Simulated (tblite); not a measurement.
Run record: tight-binding relaxation, `P1(C[C@H]([C@H]1C)CC)C=C`.

Computed with GFN2-xTB geometry optimisation, gas phase (tblite 0.8.0). Start geometry: from a force field or distance geometry. The command runs a driver script over a list of jobs; the input below is this job's line of settings and its coordinates in Å.

Command:
```bash
OMP_NUM_THREADS=1 python probes_run.py task.json out
```

Input:
```
{"job": {"kind": "relax", "xc": "GFN2-xTB", "basis": "xTB"}, "charge": 0, "multiplicity": 1}
C      4.190400     0.723300    -0.087900
C      2.901700     0.836000     0.274900
P      1.619400    -0.084900    -0.592700
C      0.064500     0.795700    -1.035500
C     -0.699700     0.277900     0.166500
C     -2.120100    -0.186800    -0.088500
C     -3.027000     0.869600    -0.637900
C      0.292300    -0.815000     0.492600
C     -0.050900    -2.191400    -0.068000
H      4.496300     0.095300    -0.920100
H      4.960700     1.285600     0.455600
H      2.628400     1.473000     1.133900
H     -0.338700     0.390400    -1.983500
H      0.080700     1.894300    -1.079900
H     -0.702000     1.068000     0.947600
H     -2.204800    -1.084700    -0.692200
H     -2.502400    -0.461600     0.940000
H     -3.048500     1.764400     0.028300
H     -4.058900     0.429700    -0.693100
H     -2.765900     1.194700    -1.642800
H      0.526000    -0.793200     1.578200
H      0.861800    -2.791900     0.064600
H     -0.182800    -2.021400    -1.150100
H     -0.932400    -2.647400     0.431100
```

Output:
```
step      E/eV     max force
  0    -740.64217    2.959
  1    -740.92748    1.478
  2    -741.02484    0.549
  3    -741.07824    0.672
  4    -741.10527    0.491
  5    -741.12825    0.397
  6    -741.14877    0.361
  7    -741.16743    0.317
  8    -741.18634    0.408
  9    -741.20668    0.409
... (100 lines left out)
110    -741.49036    0.028
111    -741.49062    0.033
112    -741.49080    0.022
113    -741.49091    0.020
114    -741.49099    0.017
115    -741.49107    0.019
116    -741.49115    0.018
117    -741.49119    0.012
118    -741.49121    0.011
119    -741.49124    0.009
```

«max force» is the largest atomic force in eV/Å.

**Question.** From which step on does the largest force stay under 0.1 eV/Å, and how much energy is left to gain from there?

**Answer.** From step 48 (0.092 eV/Å), 25.2 meV above the end.

Main results: energy lowered by 19.6 kcal/mol over 119 steps; largest atomic force 0.009 eV/Å at the end.

**Question.** Where do the atoms end?

**Answer.** 0.452 Å rms from the input after alignment:
```
atom  x, y, z in Å
C1     3.8366    0.9837    0.1636
C2     2.5182    0.8850    0.1050
P3     1.6973   -0.3651   -0.9411
C4     0.1293    0.6015   -1.3120
C5    -0.5319    0.1811    0.0096
C6    -2.0205   -0.1359   -0.0770
C7    -2.8355    1.1224   -0.3569
C8     0.4339   -0.9834    0.3353
C9    -0.0508   -2.3811   -0.0146
H10    4.4734    0.3258   -0.4051
H11    4.3346    1.7186    0.7772
H12    1.8868    1.5574    0.6747
H13   -0.3786    0.1753   -2.1786
H14    0.2602    1.6713   -1.4713
H15   -0.4040    0.9691    0.7579
H16   -2.1998   -0.8631   -0.8705
H17   -2.3508   -0.5774    0.8663
H18   -2.7096    1.8466    0.4455
H19   -3.8932    0.8829   -0.4390
H20   -2.5155    1.5841   -1.2882
H21    0.7973   -0.9722    1.3669
H22    0.7520   -3.0967    0.1556
H23   -0.3387   -2.4419   -1.0623
H24   -0.9025   -2.6684    0.5998
```

Time: 0.91 s. Hardware: one thread, Arm Neoverse V2 (aarch64) (shared host).
Labels such as C1 count atoms from 1, the log's own numbers from 0.
